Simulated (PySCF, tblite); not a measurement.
A database entry of computed molecular properties. Lists by class give the value and the number of equivalent atoms.

```json
{
 "formula": "C7H8F",
 "smiles": "F[C@H]1[C]2C[C@H]3[C@@H]1C[C@@H]23",
 "inchi": "InChI=1S/C7H8F/c8-7-5-1-3-4(5)2-6(3)7/h3-5,7H,1-2H2/t3-,4-,5+,7-/m1/s1",
 "charge": 0,
 "multiplicity": 2,
 "geometry_level": "GFN2-xTB",
 "atoms_angstrom": [
  ["F", 1.398, -0.354, -2.012],
  ["C", 0.212, -0.047, -1.394],
  ["C", -0.306, -1.135, -0.472],
  ["C", 0.886, -1.409, 0.437],
  ["C", 0.487, -0.028, 0.951],
  ["C", 0.35, 0.972, -0.248],
  ["C", -1.133, 1.146, 0.113],
  ["C", -1.002, -0.285, 0.618],
  ["H", -0.47, 0.273, -2.187],
  ["H", 1.854, -1.547, -0.037],
  ["H", 0.702, -2.178, 1.182],
  ["H", 0.821, 0.35, 1.912],
  ["H", 1.022, 1.812, -0.394],
  ["H", -1.826, 1.354, -0.702],
  ["H", -1.298, 1.845, 0.93],
  ["H", -1.706, -0.757, 1.291]
 ],
 "electronic_structure_code": "PySCF",
 "results": {
  "GFN2-xTB geometry": {
   "point_group": "C1",
   "rotational_constants_GHz": [3.742, 2.49, 1.966]
  },
  "GFN2-xTB harmonic vibrations, gas phase": {
   "strongest_ir_bands_cm-1_km_per_mol_modes": [
    [1102.0, 37.8, 1],
    [2954.6, 33.5, 1],
    [2983.9, 49.3, 1],
    [2996.4, 59.3, 1],
    [3023.2, 53.5, 1],
    [3051.7, 57.0, 1]
   ],
   "zpe_kcal_per_mol": 81.7
  },
  "UKS B3LYP, pcH-1 on C F H, non-relativistic, mean-field spin-orbit, GIAO": {
   "g_iso": 2.00261,
   "g_tensor": [2.00214, 2.0028, 2.00291],
   "s2": 0.753,
   "a_iso_by_class_MHz": [
    ["13C", 324.5, 1],
    ["13C", 75.1, 1],
    ["1H", 65.5, 1],
    ["13C", 35.5, 1],
    ["1H", 22.8, 1]
   ],
   "spin_populations_mulliken_by_atom": [0.0, -0.03, 0.9, 0.0, 0.03, 0.05, 0.0, 0.0, 0.01, 0.0, 0.01, 0.04, 0.01, 0.0, 0.0, 0.0]
  }
 }
}
```

At 9.50 GHz, hν = g·μB·B₀ (B₀ the magnetic field) puts the centre of the isotropic spectrum, to first order, at 338.9 mT. The zero-point energy, half the sum of the 42 harmonic wavenumbers, equals 28560 cm⁻¹ or 342 kJ/mol.

 In GFN2-xTB open shells enter through the occupations alone, without spin polarisation, so single modes can be far off. Hyperfine couplings depend on the geometry, which wasn't re-optimised at a DFT level.
